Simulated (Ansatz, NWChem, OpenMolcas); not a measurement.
## A ladder of methods for CH5FOSn (SMILES [CH3][SnH]([OH])[F])

CH5FOSn: 9 atoms, total charge 0, spin state singlet. As SMILES, `[CH3][SnH]([OH])[F]`. The coordinates come from a PBE0-D4/def2-TZVP relaxation. This is one conformer, not always the lowest.

```xyz
9

C    -0.3480    1.3209   -0.1726
Sn   -0.2712   -0.7574    0.2376
O     1.5274   -1.3464    0.7250
F    -0.6132   -1.5960   -1.4646
H    -1.3617    1.6034   -0.4558
H    -0.0436    1.8854    0.7085
H     0.3298    1.5391   -0.9976
H    -1.3087   -1.4770    1.3718
H     2.1777   -1.2184    0.0306
```

Each level gives the energy change with the Sn2–F4 bond stretched from 1.928 to 2.507 Å (eV). The values are calculated.

| level | kind | program | value (eV) | CPU time (all runs) |
| --- | --- | --- | --- | --- |
| M06-L/def2-SVP (core potential) (restricted) | meta-GGA | OpenMolcas | 1.48 | 85 s |
| B3LYP/def2-SVP (core potential) (restricted) | global hybrid | NWChem | 1.53 | 65 s |
| BHLYP/def2-SVP (core potential) (restricted) | global hybrid | Ansatz | 1.79 | 21 s |
| r2SCAN0/def2-SVP (core potential) (restricted) | hybrid meta-GGA | Ansatz | 1.75 | 37 s |
| CAM-B3LYP/def2-SVP (core potential) (restricted) | range-separated hybrid | Ansatz | 1.72 | 21 s |
| PBE-QIDH/def2-SVP (core potential) (restricted) | double hybrid | Ansatz | 1.79 | 28 s |
| RPA@PBE/def2-SVP (core potential) (restricted) | RPA | Ansatz | 1.49 | 39 s |
| MP2/def2-SVP (core potential) (restricted) | perturbation theory | NWChem | 1.73 | 66 s |

The first shape isn't each level's own minimum. The values span 1.48 to 1.79 eV. In the correlated wave-function rows the outer d shell of Sn is correlated, in sets not made for it. CPU times are rough (shared hosts, several kinds of processor and program).
